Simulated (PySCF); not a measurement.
Compound: C₄H₁₁ClSi.
Geometry (PBE0-D3(BJ)/def2-SVP, Å), atoms numbered from 1 in this order:
```xyz
17
C4H11ClSi angstrom
C     -1.783    0.072    0.824
C     -1.037    0.682   -0.354
C      0.312    0.018   -0.646
Si     1.597    0.121    0.736
C      3.291   -0.381    0.046
Cl     4.532   -0.311    1.337
H     -2.764    0.550    0.967
H     -1.223    0.185    1.766
H     -1.955   -1.006    0.673
H     -1.671    0.623   -1.256
H     -0.880    1.759   -0.170
H      0.766    0.474   -1.544
H      0.165   -1.049   -0.893
H      1.693    1.519    1.257
H      1.284   -0.797    1.872
H      3.614    0.288   -0.765
H      3.278   -1.408   -0.350
```

Level: CAM-B3LYP/def2-SVPD in PySCF, non-relativistic, on one gas-phase PBE0-D3(BJ)/def2-SVP geometry that isn't relaxed in the solvent. The solvent is an IEF-PCM continuum (cavity from Bondi-type radii × 1.2), and excitations are vertical TDDFT with non-equilibrium linear response and a frozen core. Specific hydrogen bonds and non-electrostatic terms are outside this model.

Gas-phase singlets (H = HOMO, L = LUMO):

```csv
state,E (eV),λ (nm),f,leading configurations
S1,6.731,184,0.027,"H→L 57%, H→L+2 17%"
S2,7.188,172,0.003,"H-1→L 51%, H-1→L+2 26%, H-1→L+1 8%"
S3,7.531,165,0.004,"H→L+2 65%, H→L 19%"
S4,7.850,158,0.008,"H→L+1 38%, H-2→L 25%, H→L 14%"
S5,8.083,153,0.014,"H-1→L+2 64%, H-1→L 17%, H-1→L+1 9%"
```

Problem. What are the lowest 5 singlets in chloroform (ε = 4.711)?

Solution. 
```csv
state,E (eV),λ (nm),f,leading configurations,change by rank (eV)
S1,6.794,182,0.043,"H→L 66%, H-1→L 9%, H→L+1 8%",+0.063
S2,7.292,170,0.005,"H-2→L 69%, H-2→L+1 16%",+0.104
S3,7.588,163,0.005,"H→L+1 61%, H→L+2 18%, H→L 8%",+0.057
S4,7.894,157,0.018,"H→L+2 36%, H-1→L 21%, H→L 14%",+0.044
S5,8.123,153,0.020,"H-1→L 35%, H-1→L+2 29%, H→L+2 10%",+0.040
```

Problem. The ground-state energy changes by -0.101 eV from gas to chloroform. By how much does the total energy of gas-phase S1 change?

Solution. E(S1) = E(S0) + excitation energy, so it changes by -0.101 + 0.063 = -0.038 eV: it is lowered less than the ground state, which is what a blue shift means. This is the vertical state, with the slow part of the continuum still set for S0.

Problem. How do the frontier levels move from gas to chloroform?

Solution. 
```csv
orbital,gas (eV),solvent (eV),change (eV)
LUMO+2,1.48,1.50,+0.02
LUMO+1,1.31,1.44,+0.13
LUMO,0.97,1.14,+0.17
HOMO,-9.27,-9.25,+0.02
HOMO-1,-9.89,-9.90,-0.01
HOMO-2,-10.06,-9.99,+0.07
HOMO-3,-10.70,-10.54,+0.16
```

The HOMO–LUMO gap goes from 10.25 to 10.39 eV. Rows go by rank; for HOMO-2, HOMO-1, LUMO, LUMO+1 and LUMO+2 the atom shares or the degeneracy differ between the runs, so the row needn't follow one orbital.
